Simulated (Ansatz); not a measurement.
Ansatz results at the PBE0-D4/def2-TZVP geometry: size of the dipole moment (ωB97M-V/def2-TZVPP) 2.41 D; HOMO energy (PBE/def2-TZVPP) -6.73 eV; LUMO energy (PBE/def2-TZVPP) -3.24 eV.

Each molecule was computed in one conformer, which needn't be the lowest.

Question: Which molecule gave them?
A. `C[N](C)[In]([NH2])[NH2]`
B. `CC(C)[O][In]([Cl])[Cl]`
C. `C[NH][InH][F]`
D. `C[N](C)[In]([F])[SH]`

Answer: B. The others give `C[N](C)[In]([NH2])[NH2]`: 0.28, -4.48, -1.52; `C[NH][InH][F]`: 3.32, -5.43, -1.66; `C[N](C)[In]([F])[SH]`: 2.16, -5.19, -2.51.
